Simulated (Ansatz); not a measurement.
Reaction (ligand exchange at a Zr–S bond): `[OH][Zr]([OH])([SH])[SH]` + CH₃OH → `C[O][Zr]([OH])([OH])[SH]` + H₂S

Computed with Ansatz on PBE0-D4/def2-TZVP structures; ΔE is electronic, products minus reactants. CCSD(T)/CBS is the MP2 limit (def2-TZVPP, def2-QZVPP) plus CCSD(T) − MP2 in def2-TZVPP, frozen cores. This one scheme is used for every species. DFT in def2-TZVPP. B3LYP here is the variant with VWN-RPA as its local correlation; programs differ in this. HSE06 is defined as in plane-wave codes. def2 core potentials past Kr. For Zr outer-core shells are correlated without core-valence functions, which leaves a few kJ/mol of doubt a bond. One conformer a species, not always the lowest.

```csv
level,ΔE (kJ/mol),difference from CCSD(T)/CBS
LDA (SPW92),-39.1,0.6
PBE-D4,-34.8,4.9
BLYP-D4,-45.0,-5.3
r2SCAN-D4,-37.5,2.2
B97M-V,-38.4,1.3
PBE0-D4,-33.7,6.0
B3LYP-D4,-43.6,-3.9
r2SCANh-D4,-36.8,2.9
r2SCAN0-D4,-36.0,3.7
BHLYP-D4,-43.4,-3.7
CAM-B3LYP-D4,-50.7,-11.0
ωB97X-V,-44.9,-5.2
B2PLYP,-43.8,-4.1
PBE-QIDH,-36.0,3.7
PBE,-35.3,4.4
revPBE,-34.5,5.2
BLYP,-45.9,-6.2
r2SCAN,-37.3,2.4
PBE0,-34.2,5.5
B3LYP,-44.7,-5.0
r2SCANh,-36.6,3.1
r2SCAN0,-35.8,3.9
HSE06,-33.6,6.1
BHLYP,-45.7,-6.0
CAM-B3LYP,-51.2,-11.5
LC-ωPBE,-46.4,-6.7
RPA@PBE/def2-TZVPP,-42.2,-2.5
HF/def2-SVP,-57.2,-17.5
MP2/def2-SVP,-58.4,-18.7
CCSD/def2-SVP,-62.2,-22.5
CCSD(T)/def2-SVP,-60.2,-20.5
HF/def2-TZVPP,-47.4,-7.7
MP2/def2-TZVPP,-39.6,0.1
SCS-MP2/def2-TZVPP,-44.1,-4.4
CCSD/def2-TZVPP,-44.7,-5.0
HF/def2-QZVPP,-48.3,-8.6
SCS-MP2/def2-QZVPP,-43.0,-3.3
HF/CBS(def2),-48.4,-8.7
MP2/CBS(def2),-37.4,2.3
CCSD/CBS(def2),-42.5,-2.8
CCSD(T)/CBS,-39.7,0
```

Largest T1 diagnostic among the species: 0.017.

Leaving LDA and LC-ωPBE aside and taking each functional with its dispersion term where it has one, the values, not all of them listed here, spread over 17.5 kJ/mol, from CAM-B3LYP-D4 to HSE06-D4. LDA lies −3.8 kJ/mol from PBE without D4. At CCSD(T), def2-SVP lies −20.5 kJ/mol from the extrapolated value and def2-TZVPP −2.2 kJ/mol. In def2-TZVPP, CCSD(T) changes the Hartree–Fock value by +5.5 kJ/mol (the triples alone add +2.8 kJ/mol) and MP2 by +7.9 kJ/mol.
